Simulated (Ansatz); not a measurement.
Born–Oppenheimer molecular dynamics of H$_{7}$OPSi$_{2}$ (11 atoms, charge 0, multiplicity 1). It starts from a relaxed structure.

These are results of RKS PBE0-D4/STO-3G (Ansatz 0.2.0), not measurements.

* ensemble: NVT, Nosé–Hoover chain
* time step: 1 fs
* steps asked: 266
* set temperature: 300 K
* thermostat: time constant 20 fs, chain length 5
* seed: 98872

Frames 2 fs apart, positions in Å, forces in eV/Å.

Velocities at 10 fs (Å/ps):

```
O 3.63 -3.34 -2.53
Si -0.28 -0.02 2.07
P 0.16 0.55 -1.02
Si -1.50 0.01 0.28
H 6.06 5.74 13.54
H -3.60 5.08 3.87
H -6.85 4.74 2.81
H 2.43 6.70 4.07
H 3.82 4.38 5.17
H -24.08 3.53 -17.31
H 9.39 5.95 -6.11
```

```xyz
11
Properties=species:S:1:pos:R:3:forces:R:3 time_fs=10 energy_less_start_eV=0.246 T=102
O -1.433 0.636 -1.244 -0.01 0.19 0.32
Si -0.072 1.458 -0.514 -0.42 -1.33 -0.69
P 0.844 0.430 1.160 0.21 -0.79 1.17
Si 0.697 -1.630 0.382 -0.15 -0.36 -0.24
H -2.194 0.683 -0.540 0.97 0.16 -0.46
H -0.472 2.739 -0.101 -0.28 1.22 0.36
H 1.040 1.565 -1.437 -0.52 0.04 -0.38
H -0.346 0.226 1.878 -0.06 0.36 0.16
H -0.709 -1.975 0.120 0.68 0.11 -0.19
H 1.537 -1.690 -0.795 -0.36 -0.13 -0.15
H 1.196 -2.694 1.244 -0.07 0.52 0.11
11
Properties=species:S:1:pos:R:3:forces:R:3 time_fs=12 energy_less_start_eV=0.155 T=185
O -1.425 0.629 -1.249 0.05 0.32 0.52
Si -0.073 1.457 -0.510 -0.77 -0.39 -0.45
P 0.845 0.431 1.159 0.28 -0.77 1.20
Si 0.694 -1.631 0.382 0.18 0.09 -0.48
H -2.163 0.698 -0.524 0.69 0.03 -0.53
H -0.484 2.769 -0.087 -0.04 0.31 0.09
H 1.017 1.575 -1.440 -0.24 0.06 -0.52
H -0.342 0.246 1.889 -0.03 0.29 0.11
H -0.690 -1.965 0.127 0.10 -0.06 -0.18
H 1.482 -1.686 -0.833 -0.27 -0.11 -0.01
H 1.214 -2.673 1.234 0.04 0.23 0.26
11
Properties=species:S:1:pos:R:3:forces:R:3 time_fs=14 energy_less_start_eV=0.132 T=219
O -1.418 0.624 -1.252 1.11 0.39 -0.20
Si -0.075 1.456 -0.507 -0.98 0.71 -0.34
P 0.845 0.431 1.159 0.32 -0.67 1.17
Si 0.691 -1.631 0.382 0.53 0.56 -0.65
H -2.106 0.713 -0.525 -0.66 -0.04 0.40
H -0.497 2.812 -0.070 0.24 -0.77 -0.24
H 0.984 1.589 -1.462 -0.04 0.06 -0.49
H -0.339 0.278 1.905 0.03 0.20 0.03
H -0.668 -1.957 0.128 -0.61 -0.27 -0.14
H 1.415 -1.685 -0.872 -0.09 -0.09 0.09
H 1.234 -2.643 1.234 0.16 -0.08 0.38
11
Properties=species:S:1:pos:R:3:forces:R:3 time_fs=16 energy_less_start_eV=0.143 T=226
O -1.407 0.619 -1.256 1.08 0.43 -0.10
Si -0.079 1.455 -0.504 -0.64 1.19 -0.59
P 0.847 0.429 1.161 0.37 -0.51 1.04
Si 0.689 -1.630 0.381 0.34 0.62 -0.64
H -2.070 0.728 -0.513 -1.03 -0.17 0.43
H -0.502 2.829 -0.060 0.30 -1.13 -0.34
H 0.948 1.605 -1.503 -0.06 0.02 -0.20
H -0.335 0.319 1.922 0.08 0.07 -0.05
H -0.667 -1.959 0.123 -0.70 -0.32 0.04
H 1.342 -1.688 -0.908 0.14 -0.06 0.15
H 1.261 -2.613 1.248 0.13 -0.14 0.26
11
Properties=species:S:1:pos:R:3:forces:R:3 time_fs=18 energy_less_start_eV=0.124 T=258
O -1.394 0.614 -1.261 -0.30 0.52 1.14
Si -0.083 1.456 -0.502 0.08 0.85 -1.05
P 0.848 0.428 1.164 0.46 -0.29 0.81
Si 0.687 -1.628 0.379 -0.40 0.24 -0.48
H -2.070 0.737 -0.487 -0.07 -0.42 -0.80
H -0.497 2.804 -0.063 0.09 -0.60 -0.15
H 0.908 1.622 -1.553 -0.16 -0.03 0.20
H -0.327 0.364 1.938 0.06 -0.07 -0.10
H -0.691 -1.973 0.119 -0.08 -0.18 0.32
H 1.271 -1.694 -0.941 0.36 -0.03 0.18
H 1.294 -2.588 1.272 -0.03 0.02 -0.08
11
Properties=species:S:1:pos:R:3:forces:R:3 time_fs=20 energy_less_start_eV=0.182 T=229
O -1.381 0.611 -1.262 -0.95 0.42 1.45
Si -0.087 1.459 -0.502 0.75 -0.18 -1.48
P 0.851 0.425 1.168 0.56 -0.05 0.49
Si 0.684 -1.626 0.376 -1.08 -0.15 -0.27
H -2.074 0.729 -0.489 0.27 -0.49 -1.16
H -0.488 2.756 -0.071 -0.30 0.59 0.26
H 0.861 1.639 -1.598 -0.11 -0.07 0.45
H -0.318 0.407 1.951 -0.02 -0.21 -0.10
H -0.719 -1.994 0.128 0.56 -0.02 0.54
H 1.212 -1.701 -0.967 0.50 0.00 0.22
H 1.326 -2.561 1.294 -0.20 0.15 -0.40
11
Properties=species:S:1:pos:R:3:forces:R:3 time_fs=22 energy_less_start_eV=0.215 T=217
O -1.369 0.609 -1.261 -0.30 0.13 0.38
Si -0.091 1.461 -0.503 0.92 -0.85 -1.42
P 0.854 0.423 1.173 0.61 0.17 0.17
Si 0.680 -1.625 0.372 -1.26 -0.22 -0.13
H -2.071 0.703 -0.532 -0.54 -0.32 -0.15
H -0.490 2.729 -0.070 -0.53 1.30 0.51
H 0.808 1.654 -1.628 0.16 -0.05 0.40
H -0.309 0.445 1.961 -0.10 -0.31 -0.09
H -0.728 -2.017 0.158 0.69 0.04 0.56
H 1.170 -1.708 -0.985 0.55 0.04 0.26
H 1.353 -2.528 1.302 -0.22 0.08 -0.49
11
Properties=species:S:1:pos:R:3:forces:R:3 time_fs=24 energy_less_start_eV=0.177 T=266
O -1.357 0.607 -1.258 0.22 -0.16 -0.57
Si -0.093 1.462 -0.506 0.38 -0.13 -0.53
P 0.858 0.421 1.178 0.58 0.35 -0.11
Si 0.674 -1.623 0.369 -0.90 0.07 -0.06
H -2.088 0.664 -0.584 -1.06 -0.14 0.64
H -0.511 2.747 -0.050 -0.28 0.57 0.24
H 0.760 1.667 -1.644 0.52 0.01 0.12
H -0.303 0.471 1.967 -0.12 -0.38 -0.10
H -0.712 -2.040 0.210 0.22 -0.05 0.42
H 1.148 -1.714 -0.994 0.50 0.06 0.25
H 1.372 -2.491 1.292 -0.05 -0.19 -0.31
11
Properties=species:S:1:pos:R:3:forces:R:3 time_fs=26 energy_less_start_eV=0.170 T=289
O -1.346 0.604 -1.257 -1.10 -0.44 -0.11
Si -0.095 1.463 -0.510 -0.23 1.11 0.59
P 0.863 0.419 1.183 0.46 0.47 -0.31
Si 0.666 -1.621 0.365 -0.28 0.47 0.04
H -2.141 0.618 -0.618 0.31 -0.01 -0.10
H -0.543 2.787 -0.020 0.16 -0.63 -0.22
H 0.730 1.682 -1.655 0.69 0.04 -0.07
H -0.302 0.484 1.970 -0.09 -0.41 -0.14
H -0.687 -2.065 0.280 -0.48 -0.22 0.20
H 1.143 -1.718 -0.994 0.37 0.07 0.16
H 1.390 -2.460 1.269 0.18 -0.46 -0.04
11
Properties=species:S:1:pos:R:3:forces:R:3 time_fs=28 energy_less_start_eV=0.232 T=253
O -1.336 0.601 -1.256 -2.03 -0.76 0.02
Si -0.098 1.465 -0.514 -0.36 1.70 1.07
P 0.869 0.417 1.188 0.28 0.53 -0.47
Si 0.658 -1.619 0.361 0.06 0.48 0.32
H -2.185 0.570 -0.654 1.37 0.22 -0.46
H -0.572 2.806 0.002 0.40 -1.16 -0.48
H 0.725 1.698 -1.668 0.54 0.01 0.09
H -0.303 0.481 1.967 -0.04 -0.39 -0.15
H -0.679 -2.100 0.361 -0.63 -0.22 0.01
H 1.154 -1.719 -0.988 0.17 0.06 0.02
H 1.416 -2.446 1.244 0.25 -0.48 0.04
11
Properties=species:S:1:pos:R:3:forces:R:3 time_fs=30 energy_less_start_eV=0.206 T=285
O -1.331 0.595 -1.255 -0.92 -0.79 -0.86
Si -0.101 1.470 -0.516 -0.12 1.25 0.82
P 0.875 0.416 1.193 0.09 0.53 -0.62
Si 0.650 -1.615 0.357 -0.02 -0.06 0.80
H -2.182 0.529 -0.706 0.52 0.32 0.37
H -0.586 2.782 0.007 0.31 -0.78 -0.38
H 0.740 1.715 -1.678 0.20 -0.07 0.45
H -0.307 0.463 1.959 -0.02 -0.32 -0.13
H -0.693 -2.143 0.443 -0.04 0.06 -0.22
H 1.171 -1.718 -0.981 -0.06 0.05 -0.09
H 1.451 -2.449 1.219 0.05 -0.20 -0.13
11
Properties=species:S:1:pos:R:3:forces:R:3 time_fs=32 energy_less_start_eV=0.260 T=251
O -1.327 0.587 -1.256 0.87 -0.57 -1.84
Si -0.104 1.477 -0.517 0.32 -0.08 0.31
P 0.881 0.416 1.197 -0.11 0.48 -0.75
Si 0.641 -1.612 0.354 -0.03 -0.69 1.19
H -2.161 0.499 -0.745 -0.97 0.25 1.39
H -0.589 2.730 -0.001 -0.09 0.36 0.04
H 0.764 1.730 -1.671 -0.05 -0.10 0.61
H -0.311 0.432 1.945 -0.01 -0.22 -0.06
H -0.708 -2.184 0.519 0.59 0.39 -0.46
H 1.186 -1.714 -0.978 -0.30 0.05 -0.12
H 1.488 -2.460 1.189 -0.22 0.12 -0.30
```

Of the whole run (266 fs, mean temperature of the second half 279 K): The conserved energy stayed within 1.3 meV per atom of its start (net change 0.33 meV per atom), so the integration is sound. A run of 0.27 ps of so small a system gives no equilibrium averages. Limits of this set-up: minimal basis.

The run took 7.7 min on 1 thread of Arm Neoverse V1 (shared host), peak memory 0.096 GiB.
